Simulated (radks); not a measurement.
Results of a calculation; reference values are marked as such.
These are the eigenvalues of the occupied orbitals of an atom or ion with whole-number occupations (Ry). Level of theory: Dirac Kohn-Sham, PBEsol, spin-unpolarised, spherical densities, finite nucleus; Fermi nuclear charge, rms radius of each element as measured or else 0.836 A^(1/3) + 0.57 fm (a radial shooting solver on a logarithmic mesh with Libxc functionals).

orbital  eigenvalue
1s1/2     -6647.395
2s1/2     -1194.720
2p1/2     -1148.601
2p3/2     -978.2183
3s1/2     -289.5459
3p1/2     -268.5596
3p3/2     -230.4157
3d3/2     -195.7778
3d5/2     -187.6870
4s1/2     -67.64167
4p1/2     -58.49325
4p3/2     -49.08572
4d3/2     -34.14465
4d5/2     -32.38826
5s1/2     -13.13227
4f5/2     -12.99173
4f7/2     -12.58804
5p1/2      -9.95261
5p3/2      -8.13413
5d3/2      -3.68439
5d5/2      -3.46008
6s1/2      -2.48172
7s1/2      -0.86422

Which element is it, and in what charge state? The configuration may be excited. Open shells, if any, are shared by 2j + 1.

Answer. Z = 83, bismuth, charge +2: Bi2+ in [Hg] 7s1. The list shows which subshells hold electrons but not how many an open one holds; the 1s level, -3323.7 hartree, gives Z - s = 81.5 by -(Z - s)^2/2, which with screening and relativity narrows Z to a few neighbours, and the depths of the outer levels then fix element, charge and occupations together.
